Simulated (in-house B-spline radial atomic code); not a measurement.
RPA and G0W0 for Rb8+, [Ar] 3d10 4s1, highest spin, as one setting changes: the highest l of the empty states. Start: PBE0. A dash marks a level of low quasi-particle weight. Computed with an all-electron radial atomic-structure program (B-spline basis): all electrons, scalar-relativistic (spin-free one-electron X2C), finite nucleus, each spin shell either full or empty, empty states to the listed l with an (l + 1/2)⁻⁴ tail; G0W0 by contour deformation at full frequency.

```json
{"highest l of the empty states": "4", "RPA summed (Eh)": "-1.9144", "RPA extrapolated (Eh)": "-2.1898", "G0W0 level (eV)": "4s up -151.77"}
{"highest l of the empty states": "5", "RPA summed (Eh)": "?", "RPA extrapolated (Eh)": "?", "G0W0 level (eV)": "?"}
{"highest l of the empty states": "6", "RPA summed (Eh)": "-2.097", "RPA extrapolated (Eh)": "-2.2", "G0W0 level (eV)": "4s up -151.75"}
{"highest l of the empty states": "7", "RPA summed (Eh)": "-2.1288", "RPA extrapolated (Eh)": "-2.1938", "G0W0 level (eV)": "4s up -151.74"}
{"highest l of the empty states": "8", "RPA summed (Eh)": "-2.1462", "RPA extrapolated (Eh)": "-2.1876", "G0W0 level (eV)": "4s up -151.74"}
{"highest l of the empty states": "9", "RPA summed (Eh)": "?", "RPA extrapolated (Eh)": "?", "G0W0 level (eV)": "?"}
{"highest l of the empty states": "10", "RPA summed (Eh)": "-2.1631", "RPA extrapolated (Eh)": "-2.1828", "G0W0 level (eV)": "4s up -151.74"}
{"highest l of the empty states": "11", "RPA summed (Eh)": "-2.1674", "RPA extrapolated (Eh)": "-2.1818", "G0W0 level (eV)": "4s up -151.74"}
```

Q: What belongs in the row for 5?

A: RPA summed (Eh): -2.037; RPA extrapolated (Eh): -2.2079; G0W0 level (eV): 4s up -151.76.

Q: What belongs in the row for 9?

A: RPA summed (Eh): -2.1566; RPA extrapolated (Eh): -2.1845; G0W0 level (eV): 4s up -151.74.
